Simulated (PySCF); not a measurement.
AsGaH4, SMILES [GaH2][AsH2]. Atoms are numbered in the order given.

```xyz
6

Ga    -1.2218     0.0053     0.0000
As     1.1901    -0.0621     0.0000
H      1.2947     0.9720     1.1098
H      1.2947     0.9720    -1.1098
H     -1.9927    -0.0304    -1.3671
H     -1.9927    -0.0304     1.3671
```

Coordinates come from a PBE0-D3(BJ)/def2-TZVP optimisation.

All values below come from PBE/def2-TZVPD in PySCF.

Gas-phase values at a fixed geometry.

Computed frontier levels, gap, dipole moment and polarisability:
```
Quantity                                                                                                       Result
---------------------------------------------------------------------------------------------  ----------------------
highest occupied level                                                                                       -6.17 eV
lowest empty level                                                                                           -2.56 eV
orbital gap                                                                                                   3.60 eV
dipole moment                                                                                                  0.33 D
quadrupole, principal values (traceless, Buckingham form, about the centre of nuclear charge)  -3.59, -0.66, 4.25 D·Å
mean static polarisability                                                                      70.9 bohr³ (10.51 Å³)
polarisability, principal values                                                               54.8, 64.6, 93.4 bohr³
```
